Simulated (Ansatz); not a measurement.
```xyz
10

O    -0.585   -1.151   -1.484
Si   -0.717   -0.166   -0.204
O    -1.223   -1.059    1.065
F    -1.806    0.978   -0.460
Si    1.333    0.915    0.103
Cl    2.748   -0.490    0.621
H    -1.155   -1.921   -1.533
H    -1.626   -0.615    1.813
H     1.245    1.902    1.209
H     1.786    1.606   -1.129
```

Charge 0, multiplicity 1.

List the ωB97M-V/def2-TZVPP orbital energies in eV (the Gaussian-basis code of Ansatz). (Estimate.)

Ansatz gave: Occupied: -2771.89, -1808.63, -1807.91, -677.56, -526.67, -526.58, -262.29, -199.76, -199.64, -199.64, -149.48, -148.93, -103.64, -103.61, -103.57, -103.09, -103.01, -103.01, -36.15, -31.71, -31.14, -25.81, -19.53, -17.94, -17.61, -16.97, -15.48, -15.37, -13.83, -13.57, -13.34, -13.17, -13.00, -12.49, -12.18, -11.22, -10.34. Lowest empty: 1.31, 1.71, 1.96, 2.90, 3.19, 3.41, 4.19, 4.92.
